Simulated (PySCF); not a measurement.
Bonds: Si1-F2 1.597 Å, Si1-F3 1.597 Å, Si1-Cl4 2.019 Å, Si1-Cl5 2.019 Å.

Geometry: PBE0-D3(BJ)/def2-SVP; GIAO shifts from PySCF 2.14, gas phase, non-relativistic, averaged over equivalent atoms.

At B3LYP/pcSseg-1 (106 basis functions, 4.8 s wall time on 1 thread of an Arm Neoverse V1, shared host):
```json
{"atoms": "Si1", "δ (ppm)": "-40.9"}
{"atoms": "F2/F3", "δ (ppm)": "-106.1"}
{"atoms": "Cl4/Cl5", "δ (ppm)": "81.6"}
```

δ = σ(ref) − σ, references computed at the same level: ²⁹Si (337.86 ppm) against TMS; CFCl3 for ¹⁹F (171.94 ppm); ³⁵Cl (930.46 ppm) against HCl.

**Question.** What do these become at PBE0/pcSseg-1?

**Answer.** 
```
  atoms  δ at PBE0/pcSseg-1  change
    Si1               -36.7    +4.2
  F2/F3              -103.8    +2.3
Cl4/Cl5                84.8    +3.2
```

Referencing at the same level of theory: TMS for ²⁹Si (σ = 351.99 ppm); ¹⁹F (σ = 177.25 ppm) vs CFCl3; HCl for ³⁵Cl (σ = 943.27 ppm).

The largest change is at Si1 (silicon bonded to 2 Cl, 2 F). Cost: 106 basis functions, 6.2 s wall time on 1 thread of an Arm Neoverse V1, shared host.

Unscaled 19F shifts against computed CFCl3 carry errors that often reach 10 to 50 ppm.
